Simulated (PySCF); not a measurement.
C₄H₆ClF, SMILES CC/C(F)=C/Cl.

Geometry: B3LYP-D3(BJ)/def2-SVP. The structure was generated by enumeration; whether it is a known compound was not checked. Other conformers were not sampled.

Two levels are set side by side: TDA-PBE/def2-SVPD (PySCF) and TDA-LC-ωPBE/def2-SVPD (PySCF). Vertical, same geometry. The lowest singlet is HOMO→LUMO+1 57 %, HOMO→LUMO+2 37 % with PBE and HOMO→LUMO+2 59 %, HOMO→LUMO+8 21 % with the other functional; states are paired by order. Differences are taken from unrounded values.

| quantity | TDA-PBE |
|---|---|
| lowest singlet excitation (eV) | 5.77 |
| lowest triplet excitation (TDA) (eV) | 4.18 |
| first bright state (f over 0.05) (eV) | 6.52 |
| its oscillator strength | 0.19 |

Task: These are the TDA-PBE values. What does TDA-LC-ωPBE give? (The exact figures need the calculation; the answer reports its results.)

Result: 
| quantity | TDA-LC-ωPBE | TDA-PBE minus TDA-LC-ωPBE |
|---|---|---|
| lowest singlet excitation (eV) | 6.71 | -0.94 |
| lowest triplet excitation (TDA) (eV) | 4.06 | 0.12 |
| first bright state (f over 0.05) (eV) | 7.41 | -0.89 |
| its oscillator strength | 0.13 | 0.06 |

Functionals without exact exchange tend to place singlet excitations lower, as here. Differences between two approximate levels are no errors against the true value.

Rough cost on one machine, each run with all the roots and properties that it gave: TDA-LC-ωPBE against TDA-PBE about 4 times.
